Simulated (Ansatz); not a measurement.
Frontier orbitals of C4H12Ge, SMILES `C[C](C)(C)[GeH3]`.

Z-matrix (Å, degrees):
```
C
C 1 1.525
H 1 1.094 2 111.8
H 1 1.094 2 111.8 3 121.2
H 1 1.097 2 110.1 3 -119.4
C 2 1.525 1 110.0 3 -180.0
C 2 1.525 1 110.0 3 58.7
Ge 2 1.979 1 108.9 3 -60.6
H 6 1.094 2 111.8 1 58.7
H 6 1.094 2 111.8 1 179.9
H 6 1.097 2 110.1 1 -60.7
H 7 1.094 2 111.9 1 -58.7
H 7 1.094 2 111.8 1 -180.0
H 7 1.097 2 110.1 1 60.7
H 8 1.542 2 110.3 1 -60.0
H 8 1.542 2 110.3 1 60.0
H 8 1.542 2 110.3 1 180.0
```

Charge 0, multiplicity 1. Correlated methods include outer-core shells of Ge, which these sets cover unevenly. Scalar relativity is left out up to krypton. The geometry is a stationary point of PBE0-D4/def2-TZVP. Basis def2-TZVPP, Ansatz 0.2.0.

Orbital energies of one run (eV). Highest occupied ones, from the top: -7.83, -9.39, -9.39, -9.70, -9.70, -10.58, -11.25, -11.25, -12.68, -12.68, -12.74, -14.87, -16.53, -19.91. Empty: 0.98, 1.79, 1.97, 1.97, 2.60, 3.18.

(1) Which functional gave them?
A. r2SCAN0
B. r2SCANh
C. LC-ωPBE
D. HSE06 (plane-wave form)

Answers

(1) A. HOMO energies: r2SCAN0 -7.83, LC-ωPBE -10.27, HSE06 -7.28, r2SCANh -7.18 eV.

LC-ωPBE has ω = 0.4 bohr⁻¹.
